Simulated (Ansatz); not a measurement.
Program: Ansatz. Geometries: PBE0-D4/def2-TZVP. ΔE: electronic, gas phase. CCSD(T)/CBS is the MP2 limit (def2-TZVPP, def2-QZVPP) plus CCSD(T) − MP2 in def2-TZVPP, frozen cores. DFT in def2-TZVPP. B3LYP here is the variant with VWN-RPA as its local correlation; programs differ in this. For Se outer-core shells are correlated without core-valence functions, which leaves a few kJ/mol of doubt a bond. Scalar relativity is left out up to krypton. Each species was taken in one conformer, which may not be the lowest.

Reaction (substitution at a C–Si bond): `FC[SiH2]CS` + `B[SeH]` → `B[Se]CF` + `[SiH3]CS`

| level | ΔE (kJ/mol) | difference from CCSD(T)/CBS |
| --- | --- | --- |
| PBE-D4 | 21.4 | -2.9 |
| PBE0-D4 | 24.4 | 0.1 |
| ωB97X-V | 25.6 | 1.3 |
| B2PLYP | 22.2 | -2.1 |
| B3LYP | 22.6 | -1.7 |
| MP2/def2-TZVPP | 20.4 | -3.9 |
| SCS-MP2/def2-TZVPP | 20.3 | -4.0 |
| CCSD(T)/def2-TZVPP | 22.6 | -1.7 |
| MP2/def2-QZVPP | 21.3 | -3.0 |
| CCSD/CBS(def2) | 26.1 | 1.8 |
| CCSD(T)/CBS | 24.3 | 0 |

Largest T1 diagnostic among the species: 0.013.

In def2-TZVPP, CCSD(T) changes the Hartree–Fock value by −3.5 kJ/mol (the triples alone add −1.7 kJ/mol) and MP2 by −5.7 kJ/mol.
